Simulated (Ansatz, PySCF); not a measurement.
C2H7AlS, SMILES [Al]([CH3])([SH])[CH3]. Atoms are numbered in the order given.

```xyz
11

Al    -0.2709     0.2170    -0.1225
C     -1.9763    -0.5949    -0.6291
H     -2.0192    -1.6741    -0.4120
H     -2.1710    -0.4609    -1.7080
H     -2.8154    -0.1115    -0.0981
C      0.1406     2.1147    -0.3778
H      0.0835     2.3821    -1.4481
H      1.1394     2.4042    -0.0142
H     -0.6020     2.7467     0.1410
S      1.2222    -1.1337     0.7747
H      2.1700    -0.1828     0.9472
```

The structure is a stationary point at B3LYP-D3(BJ)/def2-SVP. The structure was generated by enumeration; whether it is a known compound was not checked. Other conformers were not sampled.

Two levels are set side by side: PBE-D3(BJ)/def2-SVP (Ansatz, a first-principles code) and B3LYP-D3(BJ)/def2-SVP (Ansatz). Each level has its own optimised geometry; the coordinates shown are those of the second. Frequencies come from the Hessian of PySCF at each geometry. Differences are taken from unrounded values.

```
quantity                            B3LYP-D3(BJ)  PBE-D3(BJ)  PBE-D3(BJ) minus B3LYP-D3(BJ)
----------------------------------  ------------  ----------  -----------------------------
mean bond length (Å)                       1.409       1.417                          0.007
bond Al1–C2 (Å)                            1.956       1.962                          0.007
bond Al1–C6 (Å)                            1.959       1.966                          0.007
bond Al1–S10 (Å)                           2.204       2.213                          0.009
bond C2–H3 (Å)                             1.102       1.109                          0.007
bond C2–H4 (Å)                             1.104       1.111                          0.007
bond C2–H5 (Å)                             1.104       1.111                          0.007
bond C6–H7 (Å)                             1.105       1.112                          0.007
bond C6–H8 (Å)                             1.102       1.109                          0.007
bond C6–H9 (Å)                             1.105       1.111                          0.007
bond S10–H11 (Å)                           1.354       1.363                          0.009
highest harmonic wavenumber (cm⁻¹)          3117        3075                            -43
mean harmonic wavenumber (cm⁻¹)             1300        1270                            -30
zero-point energy (kcal/mol)               50.18       49.03                          -1.15
```

GGA bonds tend to be longer and softer than those of functionals with exact exchange. Differences between two approximate levels are no errors against the true value.
